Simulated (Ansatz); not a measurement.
Mulliken charges of C$_{2}$H$_{3}$BClFS (`FC1(Cl)CB1S`) from ωB97M-V/def2-TZVPP in Ansatz (PBE0-D4/def2-TZVP geometry).

```csv
atom,x (Å),y (Å),z (Å),charge (e)
F1,0.942,-1.191,1.333,-0.184
C2,0.767,-0.371,0.268,0.167
Cl3,2.291,0.297,-0.285,-0.076
C4,-0.210,-0.811,-0.797,-0.253
B5,-0.513,0.451,0.033,0.027
S6,-1.596,1.768,0.382,-0.065
H7,0.100,-0.793,-1.837,0.123
H8,-0.781,-1.699,-0.524,0.132
H9,-0.910,2.302,1.410,0.129
```

Problem. By hand: the dipole of these point charges (1 e Å = 4.8032 D).

Solution. Σ q r = (-0.285, 0.212, -0.114) e Å, of length 0.373 e Å = 1.79 D.

Problem. How does the dipole of the full density compare? (Estimate.)

Solution. Ansatz gave: (-0.343, 0.175, -0.068) e Å, 1.88 D; the point charges give 0.95 times that, at 12° from its direction.

Point charges leave out the atoms' own dipoles, such as those of lone pairs, and Mulliken's split depends on the basis, so the close match here is no proof of good charges.
